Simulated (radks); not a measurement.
Species: the molybdenum ion Mo4+. Configuration: [Kr] 4d2.

Method: scalar-relativistic Kohn-Sham, r2SCAN, spin-polarised, spherical densities, finite nucleus; open shells are filled with parallel spins first (spin-orbit coupling, left out, can overturn this in heavy ions); meta-GGA in the generalised Kohn-Sham scheme; Fermi nuclear charge, rms radius 4.4091 fm; computed with a radial shooting solver on a logarithmic mesh with Libxc functionals.

Energy parts (eV):
part                       energy
total                 -110096.135
kinetic                113526.277
electron-nucleus      -263486.395
Hartree                 43197.890
exchange-correlation    -3333.907

Orbitals (lengths in bohr, moments of r in powers of bohr; r(90%) holds 90 % of the orbital's charge):
| orbital | occ. | eigenvalue (eV) | r(90%) | <r^2> | <r> |
|---|---|---|---|---|---|
| 1s up | 1 | -19914.75 | 0.0630 | 0.001670 | 0.03517 |
| 1s down | 1 | -19914.77 | 0.0630 | 0.001670 | 0.03517 |
| 2s up | 1 | -2867.407 | 0.237 | 0.02782 | 0.1536 |
| 2s down | 1 | -2866.969 | 0.237 | 0.02782 | 0.1536 |
| 2p up | 3 | -2566.029 | 0.218 | 0.02193 | 0.1340 |
| 2p down | 3 | -2565.715 | 0.218 | 0.02193 | 0.1339 |
| 3s up | 1 | -533.9262 | 0.631 | 0.2095 | 0.4277 |
| 3s down | 1 | -533.7869 | 0.632 | 0.2096 | 0.4277 |
| 3p up | 3 | -434.2275 | 0.649 | 0.2149 | 0.4297 |
| 3p down | 3 | -434.0423 | 0.649 | 0.2149 | 0.4298 |
| 3d up | 5 | -272.6310 | 0.663 | 0.2070 | 0.4149 |
| 3d down | 5 | -272.2715 | 0.662 | 0.2069 | 0.4149 |
| 4s up | 1 | -114.0334 | 1.58 | 1.349 | 1.093 |
| 4s down | 1 | -112.0013 | 1.58 | 1.337 | 1.088 |
| 4p up | 3 | -86.7301 | 1.76 | 1.629 | 1.197 |
| 4p down | 3 | -84.4562 | 1.75 | 1.611 | 1.190 |
| 4d up | 2 | -47.0573 | 2.29 | 2.634 | 1.507 |
| 4d down | 0 | -44.2252 | 2.27 | 2.589 | 1.492 |

The highest occupied level is 4d up at -47.057 eV. The spin density at the nucleus is -2.440 e/bohr^3 (1s 0.020, 2s -0.830, 3s 0.677, 4s -2.307). Spin moment in Bohr magnetons: 2. Summed over all electrons, <r^2> = 21.64 bohr^2, which gives a Langevin (diamagnetic) susceptibility term of -17.1 x 10^-6 cm^3/mol. The electron density at the nucleus is 9.263e+04 e/bohr^3 (large components only). The density falls to 0.001 e/bohr^3 at r = 3.01 bohr. For comparison, the ionisation energy in NIST's Atomic Spectra Database is 54.42 eV (semi-empirical). In exact Kohn-Sham theory the highest level is minus the ionisation energy, but local and semilocal functionals leave it too shallow, through self-interaction and a potential that decays too fast; potentials with the right tail come closer.
